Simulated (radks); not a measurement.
Problem. All-electron calculation, Dirac Kohn-Sham, PBE, spin-unpolarised, spherical densities, finite nucleus; open shells fill j = l - 1/2 first; Fermi nuclear charge, rms radius of each element as measured or else 0.836 A^(1/3) + 0.57 fm. Program: a radial shooting solver on a logarithmic mesh with Libxc functionals. Each species is in its NIST ground configuration. Rank Ho, Pm, Nd, Sm, La, Tb, Dy, Eu, Yb, Ce, Gd, Pr, Tm, Lu, Er by Delta-SCF ionisation energy (eV), largest first.

Solution. Gd 6.616, Yb 6.537, Tm 6.460, Er 6.384, Ho 6.309, Dy 6.235, Tb 6.162, Ce 6.115, Eu 6.015, Sm 5.941, La 5.919, Pm 5.868, Nd 5.793, Pr 5.716, Lu 5.449.
